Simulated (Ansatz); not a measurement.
Frontier orbitals of `FB1N=CS1`.

Charge 0, multiplicity 1. The geometry is a stationary point of PBE0-D4/def2-TZVP. Basis def2-TZVPP, Ansatz.

| functional | HOMO (eV) | LUMO (eV) | gap (eV) |
| --- | --- | --- | --- |
| PBE | -6.43 | -3.25 | 3.18 |
| revPBE | -6.37 | -3.14 | 3.23 |
| BLYP | -6.26 | -3.09 | 3.17 |
| B97M-V | -6.72 | -2.88 | 3.84 |
| PBE0 | -7.61 | -2.21 | 5.40 |
| HSE06 (plane-wave form) | -7.21 | -2.59 | 4.62 |
| LC-ωPBE | -10.30 | 0.21 | 10.51 |
| ωB97M-V | -9.74 | 0.05 | 9.79 |
| HF | -10.26 | 1.84 | 12.10 |

Against PBE, PBE0 changes HOMO and LUMO by −1.18 and +1.05 eV, ωB97M-V by −3.31 and +3.30 eV. A gap of 3.18 eV thus becomes 9.78 eV for the same molecule, so an orbital gap means little without its functional. A positive LUMO is unbound and depends on the basis.

LC-ωPBE has ω = 0.4 bohr⁻¹.
